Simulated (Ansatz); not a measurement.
`C[CH2][Sb]([SiH3])[N](C)C` → `C[CH2][SbH][SiH3]` + `C=NC`  (β-hydride elimination)

Program: Ansatz. Geometries: PBE0-D4/def2-TZVP. ΔE: electronic, gas phase. CCSD(T)/CBS adds triple-zeta CCSD(T) − MP2 to the extrapolated MP2 energy (def2 sets, frozen cores). Functionals use def2-TZVPP. def2 core potentials past Kr. For Sb outer-core shells are correlated without core-valence functions, which leaves a few kJ/mol of doubt a bond. Each species was taken in one conformer, which may not be the lowest.

```json
{"level": "BHLYP-D4", "ΔE (kcal/mol)": "20.9"}
{"level": "CAM-B3LYP-D4", "ΔE (kcal/mol)": "20.0"}
{"level": "RPA@PBE/def2-TZVPP", "ΔE (kcal/mol)": "18.7"}
{"level": "HF/CBS(def2)", "ΔE (kcal/mol)": "8.0"}
```

**Question.** What does CCSD(T)/CBS give? (Best estimate.)

**Answer.** The calculation gave: +22.3 kcal/mol. The listed levels differ from it by -1.4, -2.3, -3.6, -14.3 kcal/mol.

Largest T1 diagnostic among the species: 0.013.

At CCSD(T), def2-SVP lies −6.2 kcal/mol from the extrapolated value and def2-TZVPP −2.3 kcal/mol. The D4 term adds +7.6 kcal/mol with B3LYP and +4.3 kcal/mol with PBE0; it sums over pairs of atoms, weighted by their polarisabilities, and B3LYP, whose exchange is more repulsive, gets the larger term. From PBE to PBE0 (25 % exact exchange), in def2-TZVPP and without D4, ΔE moves by +1.9 kcal/mol.

B3LYP here is the variant with VWN-RPA as its local correlation; programs differ in this.

CCSD(T)/CBS has its own doubt, a few kJ/mol and more with outer-core shells, so smaller differences from it don't rank the levels.
